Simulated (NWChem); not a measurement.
Molecule: C₂H₅ClOSi; SMILES O=CC[SiH2]Cl

```xyz
10

O      0.5591    -2.7001     0.4761
C      0.5821    -1.7528    -0.2631
C     -0.6332    -0.9911    -0.6986
Si    -0.9074     0.6080     0.2671
Cl     0.7195     1.8599    -0.0164
H      1.5514    -1.3583    -0.6637
H     -0.5548    -0.7108    -1.7625
H     -1.5292    -1.6154    -0.5428
H     -1.0369     0.3277     1.7217
H     -2.1241     1.2908    -0.2515
```
Atoms are numbered in this order, from 1.

Results from NWChem. Medium grid unless said otherwise, to which SCAN and Minnesota functionals are sensitive. Geometry: optimised at PBE0/def2-SVP. Hybrids' shares of exact exchange are those that their runs print; pure functionals count as 0. The functionals differ in more than this share.

| row | share of exact exchange | highest occupied level (eV) |
|---|---|---|
| PBE/def2-SVP | 0.00 | -5.80 |
| M06-L/def2-SVP | 0.00 | -6.24 |
| B3LYP/def2-SVP | 0.20 | -7.19 |
| B97-2/def2-SVP | 0.21 | -7.23 |
| PBE0/def2-SVP | 0.25 | -7.49 |
| r2SCAN0/def2-SVP | 0.25 | -7.77 |
| PW6B95/def2-SVP | 0.28 | -7.63 |
| M06-2X/def2-SVP | 0.54 | withheld |

Fit a straight line of the last column on the one before it, predict the withheld value, and compare with the run.


1. Means of the 7 shown rows: x = 0.170, y = -7.050. Slope Σ(x − x̄)(y − ȳ)/Σ(x − x̄)² = -0.5182/0.08520 = -6.082; intercept -6.016.
2. The shown rows scatter about the line by 0.155 (root mean square); the largest residual is -0.23, at r2SCAN0/def2-SVP.
3. At x = 0.54 (M06-2X/def2-SVP; beyond the shown range) the line gives -9.30.
4. The run gives -9.06, +0.24 from the line, 1.6 times the scatter.
